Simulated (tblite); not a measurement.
Compound: C4H12NSSi (doublet state).
Atom-mapped SMILES: `[CH3:1][CH2:2][C:3]([CH3:4])[S:5][SiH2:6][NH2:7]` (hydrogens: H8, H9, H10 on C1; H11, H12 on C2; H13, H14, H15 on C4; H16, H17 on Si6; H18, H19 on N7)

Computed with GFN2-xTB (tblite), gas phase: L-BFGS steps from a force-field or distance-geometry start until the largest atomic force falls under 0.01 eV/Å.

Step 71: E = -613.8977 eV
```
atom  x, y, z in Å  |  force x, y, z in eV/Å
C1     -0.5618    1.6302   -0.7118    0.012   0.058   0.022
C2     -0.7202    0.2018   -1.2823    0.018   0.035   0.003
C3     -0.8571   -0.8259   -0.2175   -0.028  -0.027   0.041
C4     -2.1980   -1.1990    0.3010   -0.081  -0.029   0.025
S5      0.4666   -1.8367    0.2403   -0.018  -0.093  -0.005
Si6     2.2733   -0.6648    0.0908   -0.062   0.066   0.015
N7      2.1264    0.6243    1.2172   -0.027  -0.027   0.042
H8     -1.5245    2.1411   -0.6645    0.123  -0.075   0.014
H9      0.1207    2.2205   -1.3259   -0.172  -0.061   0.035
H10    -0.1466    1.5845    0.2952   -0.025   0.026  -0.126
H11    -1.5989    0.1659   -1.9341   -0.015   0.044   0.013
H12     0.1484   -0.0364   -1.8954    0.045   0.030  -0.048
H13    -2.1183   -1.9280    1.1027    0.071  -0.013   0.024
H14    -2.7232   -0.3225    0.6836   -0.021   0.079  -0.014
H15    -2.8254   -1.6366   -0.4821   -0.024   0.018  -0.053
H16     3.2488   -1.7070    0.3543    0.123  -0.078   0.045
H17     2.4374   -0.0939   -1.2398    0.018   0.033   0.025
H18     1.5088    0.5212    2.0097    0.071  -0.014  -0.039
H19     2.9338    1.1707    1.4662   -0.008   0.027  -0.019
```

Step 72: E = -613.9011 eV
```
atom  x, y, z in Å  |  force x, y, z in eV/Å
C1     -0.5647    1.6416   -0.7186   -0.016  -0.012  -0.010
C2     -0.7172    0.2094   -1.2775   -0.007  -0.033  -0.039
C3     -0.8516   -0.8215   -0.2133   -0.045  -0.003   0.035
C4     -2.1911   -1.2025    0.3036   -0.117  -0.024   0.036
S5      0.4680   -1.8455    0.2258   -0.027  -0.076  -0.007
Si6     2.2695   -0.6672    0.0933    0.001  -0.016   0.052
N7      2.1202    0.6253    1.2154    0.050  -0.017  -0.048
H8     -1.5327    2.1368   -0.6514    0.082  -0.039   0.008
H9      0.0930    2.2321   -1.3557   -0.140  -0.014   0.023
H10    -0.1269    1.6093    0.2762    0.024   0.017  -0.048
H11    -1.5951    0.1687   -1.9305   -0.032   0.042   0.020
H12     0.1491   -0.0284   -1.8951    0.057   0.030  -0.016
H13    -2.1122   -1.9320    1.1053    0.097  -0.019   0.008
H14    -2.7191   -0.3303    0.6908   -0.030   0.105  -0.022
H15    -2.8203   -1.6405   -0.4787   -0.002   0.027  -0.053
H16     3.2361   -1.7179    0.3668    0.118  -0.043   0.040
H17     2.4472   -0.1009   -1.2336    0.023   0.063  -0.032
H18     1.5068    0.5143    2.0049   -0.064  -0.031   0.099
H19     2.9312    1.1585    1.4799    0.028   0.042  -0.044
```

Q: Estimate the geometry and energy of step 73. (The exact step hangs on the optimiser's Hessian estimate; all steps are aligned on step 72, rigid shifts and turns removed.)

A: E = -613.9039 eV, largest force 0.278 eV/Å
```
atom  x, y, z in Å  |  force x, y, z in eV/Å
C1     -0.5696    1.6510   -0.7279   -0.021   0.050   0.003
C2     -0.7099    0.2164   -1.2794   -0.025  -0.078  -0.072
C3     -0.8474   -0.8164   -0.2152   -0.046   0.021   0.023
C4     -2.1831   -1.1995    0.3130   -0.097  -0.007   0.033
S5      0.4700   -1.8493    0.2092   -0.033  -0.072  -0.015
Si6     2.2696   -0.6677    0.0911    0.075  -0.123   0.064
N7      2.1112    0.6206    1.2160    0.059   0.041   0.124
H8     -1.5522    2.1147   -0.6060    0.211  -0.070   0.000
H9      0.0338    2.2598   -1.4081   -0.223  -0.081   0.145
H10    -0.0732    1.6289    0.2430   -0.025   0.051  -0.157
H11    -1.5801    0.1701   -1.9435   -0.043   0.042   0.039
H12     0.1627   -0.0163   -1.8914    0.050   0.021   0.016
H13    -2.0920   -1.9229    1.1200    0.089  -0.011  -0.020
H14    -2.7091   -0.3267    0.7026   -0.041   0.091  -0.049
H15    -2.8170   -1.6474   -0.4612    0.012   0.054  -0.026
H16     3.2271   -1.7285    0.3753    0.092   0.016   0.031
H17     2.4639   -0.1113   -1.2365    0.022   0.084  -0.043
H18     1.4570    0.5096    1.9776    0.055   0.011  -0.009
H19     2.9284    1.1243    1.5291   -0.111  -0.039  -0.089
```

The energy changes by -0.0028 eV. The first-order estimate −F·Δx gives -0.0058 eV and the mean of the old and new forces, exact on a quadratic surface, -0.0020 eV. The step makes an angle of 84° with the force vector and moves no atom by more than 0.084 Å.

What follows is the cost of the whole relaxation. Time: 1.2 s. Hardware: AMD EPYC 7B13, one thread, shared host.
